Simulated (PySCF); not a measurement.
Ionisation energy of Ni¹⁸⁺ by level of theory

Ni¹⁸⁺ [Ne] → Ni¹⁹⁺ [He] 2s2 2p5 [2p1/2^2 2p3/2^3, M_J = 3/2], as a difference of total energies. All numbers are calculated (PySCF 2.14, the two-component X2C-1e Hamiltonian, in an uncontracted even-tempered set (18 s from 4.2 bohr⁻², ratio 2.4; 12 p from 5.4 bohr⁻², ratio 2.4; 5 d from 26 bohr⁻², ratio 2.6; 5 f from 38 bohr⁻², ratio 2.6)). Correlated levels: nothing frozen; the 34 highest virtual spinors dropped. "Screened" scales the spin-orbit matrix elements by Boettger's factors to mimic the two-electron term; Breit and QED terms are absent.

```tsv
method	ionisation energy (eV)
GHF (spin-free)	1545.0
GMP2 (spin-free)	1546.5
GHF (screened spin-orbit)	1539.0
GMP2 (screened spin-orbit)	1540.4
```

For comparison: 1540.1 ± 0.5 eV (measured; NIST Atomic Spectra Database, ionization energies).
